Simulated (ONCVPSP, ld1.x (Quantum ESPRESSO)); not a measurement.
## Potentials for As compared

Generated with ld1.x 7.5 (TM, RRKJ, ultrasoft, PAW), atompaw 4.2 or ONCVPSP 4.0.1. The cutoff is in Ry: for ld1.x and atompaw files where the sum of valence levels is converged to 10 mRy in a Bessel basis, for ONCV files where the hardest occupied wave has 1 mHa per electron of residual kinetic energy. The error is the largest all-electron minus pseudo excitation energy over each file’s own four to seven test configurations (ionisations up to +4, promotions, holes and added fractions of an electron), all of which were solved. The labels leave out finer settings (local radius, basis sizes, second energies), which also bear on the numbers. Spin-polarised tests are not counted. The rows are a selection from randomly drawn settings: files with unsolved tests, undetermined cutoffs or missed reference levels are left out.

A true bound ghost makes a file unfit for plane-wave use even where its test errors are small: the radial tests pick states by their node count and pass the ghost by.

| potential | cutoff (Ry) | largest error (meV) | bound ghosts |
| --- | --- | --- | --- |
| ONCV, PBE, scalar-relativistic, rc 0.85/1.10/1.05/0.95 (spdf), local smoothed, core correction yes, reference 3s2 3p6 3d10 4s2 4p1, qcut 12.5/12.1/14.7/10.3, projectors 2/2/2/2 | 192 | -2.8 | none |
| ONCV, LDA (Perdew-Zunger), scalar-relativistic, rc 1.55/1.45 (sp), local smoothed, core correction yes, reference 4s2 4p3, qcut 3.7/6.5, projectors 1/1 | 49 | -82 | none |
| ONCV, PBE, fully relativistic, rc 1.10/1.00/1.00 (spd), local smoothed, core correction yes, reference 3s2 3p6 3d10 4s2 4p2.5, qcut 13.9/12.3/17.2, projectors 2/2/2 | 225 | +101 | none |
| TM, revPBE, scalar-relativistic, rc 1.30/1.65 (sp), local s, core correction yes, reference 4s2 4p1.5 | 45 | -254 | p |
| ONCV, PBEsol, scalar-relativistic, rc 0.95/1.05/0.70 (spd), local smoothed, core correction yes, reference 3s2 3p6 3d10 4s2 4p1, qcut 15.3/13.5/21.5, projectors 2/2/1 | 396 | -21 | none |
| ONCV, PBE, scalar-relativistic, rc 1.50/1.90 (sp), local smoothed, core correction yes, reference 4s2 4p3, qcut 3.7/3.6, projectors 2/2 | 36 | -106 | none |

Problem. Fill in the row for As: ONCV, PW91, scalar-relativistic, rc 1.35/2.15/1.20/2.10 (spdf), local smoothed, core correction no, reference 3d10 4s2 4p3, qcut 4.3/4.6/10.7/4.8, projectors 2/2/3/2.

Solution. cutoff 360 Ry, largest error -16 meV, bound ghosts: none.

Problem. Fill in the row for As: ONCV, PBE, scalar-relativistic, rc 1.75/1.95/0.90 (spd), local smoothed, core correction yes, reference 3d10 4s2 4p3, qcut 3.9/5.1/14.4, projectors 2/3/2.

Solution. cutoff 208 Ry, largest error -15 meV, bound ghosts: s.
